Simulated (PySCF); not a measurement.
**`C#C[SiH2][Si@H](P)OC`, C3H9OPSi2**

Molfile (atoms numbered from 1):
```
C3H9OPSi2
     RDKit          3D

 16 15  0  0  0  0  0  0  0  0999 V2000
    3.6752   -1.2945    0.9034 C   0  0  0  0  0  0  0  0  0  0  0  0
    2.8887   -0.4915    0.4746 C   0  0  0  0  0  0  0  0  0  0  0  0
    1.6610    0.7405   -0.1604 Si  0  0  0  0  0  4  0  0  0  0  0  0
   -0.4068    0.1254    0.6788 Si  0  0  2  0  0  4  0  0  0  0  0  0
   -1.2644   -1.9176    0.2442 P   0  0  0  0  0  0  0  0  0  0  0  0
   -1.3241    1.2368   -0.0842 O   0  0  0  0  0  0  0  0  0  0  0  0
   -2.7163    1.2903   -0.1442 C   0  0  0  0  0  0  0  0  0  0  0  0
    4.3666   -1.9945    1.2779 H   0  0  0  0  0  0  0  0  0  0  0  0
    2.1244    2.0551    0.3054 H   0  0  0  0  0  0  0  0  0  0  0  0
    1.7858    0.7139   -1.6284 H   0  0  0  0  0  0  0  0  0  0  0  0
   -0.5949    0.2299    2.1429 H   0  0  0  0  0  0  0  0  0  0  0  0
   -0.1950   -2.6067    0.7787 H   0  0  0  0  0  0  0  0  0  0  0  0
   -0.7545   -2.0071   -1.0399 H   0  0  0  0  0  0  0  0  0  0  0  0
   -3.1192    1.7186    0.7764 H   0  0  0  0  0  0  0  0  0  0  0  0
   -2.9973    1.9206   -0.9886 H   0  0  0  0  0  0  0  0  0  0  0  0
   -3.1368    0.2897   -0.2805 H   0  0  0  0  0  0  0  0  0  0  0  0
  1  2  3  0
  2  3  1  0
  3  4  1  0
  4  5  1  0
  4  6  1  0
  6  7  1  0
  1  8  1  0
  3  9  1  0
  3 10  1  0
  4 11  1  1
  5 12  1  0
  5 13  1  0
  7 14  1  0
  7 15  1  0
  7 16  1  0
M  END
```

Computed with GIAO PBE0/pcSseg-1 magnetisability, rotational g tensor and spin-rotation constants, non-relativistic, gas phase (PySCF 2.14.0). Geometry: GFN2-xTB.

(1) What are the magnetisability and the molar susceptibility?

(2) Split it along the inertial axes a, b, c into diamagnetic and paramagnetic parts about the centre of mass, with the quadrupole moment.

(3) And the rotational g tensor?

Results:

(1) Isotropic -1532 × 10⁻³⁰ J/T², or -92.3 × 10⁻⁶ cm³/mol; principal values -1716, -1449, -1431 × 10⁻³⁰ J/T², anisotropy 276 × 10⁻³⁰ J/T² (root of half the summed squared differences of the principal values). The susceptibility is in cgs units.

(2) 
```csv
axis,χ (10⁻⁶ cm³/mol),diamagnetic (10⁻⁶ cm³/mol),paramagnetic (10⁻⁶ cm³/mol),summed x² of all electrons (Å²),quadrupole Θ (D Å)
a,-98.9,-701.4,602.6,329.0,+6.36
b,-90.0,-1529.7,1439.7,133.8,-4.02
c,-87.9,-1963.6,1875.7,31.5,-2.34
```
Anisotropies 2χaa − χbb − χcc = -19.8 and 2χbb − χaa − χcc = +6.8 × 10⁻⁶ cm³/mol. Θ is traceless in Buckingham's convention.

(3) 
| axis | rotational constant (GHz) | g | nuclear part | electronic part |
| --- | --- | --- | --- | --- |
| a | 2.0780 | -0.0199 | 0.5683 | -0.5883 |
| b | 0.8458 | -0.0092 | 0.5628 | -0.5720 |
| c | 0.6374 | -0.0079 | 0.5538 | -0.5617 |

Asymmetric top; isotopes 12C, 1H, 16O, 31P, 28Si; no vibrational averaging.
